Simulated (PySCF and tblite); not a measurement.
The numbers below are computed, except where a source is named.
## C6H10OSe, numbered as in [CH3:1][CH2:2][Se:3][C:4]1([O:5][CH3:6])[CH:7]=[CH:8]1: conformational analysis

Conformers came from 150 starts (ETKDG and KDG, UFF, GFN2-xTB); geometries are GFN2-xTB. Weights use CAM-B3LYP-D3(BJ)/6-31G* energies plus GFN2-xTB zero-point and thermal terms (modes under about 100 cm⁻¹ blended into free rotors). Symmetry numbers and mirror images are counted. Conformers within 3 kcal/mol (GFN2-xTB free energy) were kept, 10 at most. GIAO shieldings: CAM-B3LYP/6-31G*. Codes: tblite and PySCF.

Torsions listed: C1–C2–Se3–C4, C2–Se3–C4–O5, Se3–C4–O5–C6. Of a mirror pair one member is shown.

```json
{"conformer": "1", "shape": "-67°, -54°, -82°", "symmetry": "C1 (pair)", "E(GFN2) kcal/mol": "0.07", "E(DFT) kcal/mol": "0.00", "G(298.15 K) kcal/mol": "0.00", "weight %": "56.1", "dipole D": "1.45"}
{"conformer": "2", "shape": "171°, -66°, -82°", "symmetry": "C1 (pair)", "E(GFN2) kcal/mol": "0.93", "E(DFT) kcal/mol": "1.00", "G(298.15 K) kcal/mol": "0.84", "weight %": "13.7", "dipole D": "1.45"}
{"conformer": "3", "shape": "66°, -85°, -79°", "symmetry": "C1 (pair)", "E(GFN2) kcal/mol": "0.00", "E(DFT) kcal/mol": "0.76", "G(298.15 K) kcal/mol": "0.90", "weight %": "12.2", "dipole D": "1.62"}
{"conformer": "4", "shape": "-75°, 132°, -76°", "symmetry": "C1 (pair)", "E(GFN2) kcal/mol": "1.30", "E(DFT) kcal/mol": "0.64", "G(298.15 K) kcal/mol": "1.01", "weight %": "10.2", "dipole D": "2.87"}
{"conformer": "5", "shape": "-84°, -168°, 80°", "symmetry": "C1 (pair)", "E(GFN2) kcal/mol": "1.60", "E(DFT) kcal/mol": "1.40", "G(298.15 K) kcal/mol": "1.54", "weight %": "4.2", "dipole D": "2.88"}
{"conformer": "6", "shape": "-179°, -125°, 74°", "symmetry": "C1 (pair)", "E(GFN2) kcal/mol": "2.38", "E(DFT) kcal/mol": "1.91", "G(298.15 K) kcal/mol": "1.75", "weight %": "2.9", "dipole D": "2.90"}
{"conformer": "7", "shape": "-71°, -57°, 130°", "symmetry": "C1 (pair)", "E(GFN2) kcal/mol": "2.91", "E(DFT) kcal/mol": "2.67", "G(298.15 K) kcal/mol": "2.57", "weight %": "0.7", "dipole D": "2.96"}
```

Weights (%) against temperature:

```tsv
T (K)	1	2	3	4	5	6	7	S(mix) cal/mol/K
220	69.2	9.8	9.2	8.1	2.2	1.2	0.2	3.48
260	61.8	12.1	11.0	9.3	3.3	2.1	0.4	3.83
298.15	56.1	13.7	12.2	10.2	4.2	2.9	0.7	4.08
340	50.9	14.9	13.2	10.8	5.1	3.9	1.1	4.29
380	46.9	15.7	13.9	11.3	5.9	4.7	1.5	4.44
```

Coordinates of conformer 1 (Å):

```xyz
18

C    -2.490   -0.263    0.228
C    -1.557    0.210    1.323
Se   -0.436    1.738    0.766
C     0.640    0.765   -0.597
O     1.229   -0.364   -0.057
C     2.425   -0.093    0.643
C     1.268    1.529   -1.711
C     0.242    0.784   -2.028
H    -3.124   -1.063    0.606
H    -1.921   -0.646   -0.616
H    -3.125    0.551   -0.117
H    -0.866   -0.576    1.629
H    -2.107    0.571    2.193
H     2.256    0.665    1.416
H     3.205    0.260   -0.040
H     2.734   -1.027    1.106
H     2.042    2.199   -1.997
H    -0.423    0.398   -2.761
```

Spin–orbit effects of the heavy atoms on shieldings are missing.

Search and properties took 8.1 min on 1 thread of AMD EPYC (shared host) (rough), launched as `OMP_NUM_THREADS=1 python ens_run.py task.json out`.
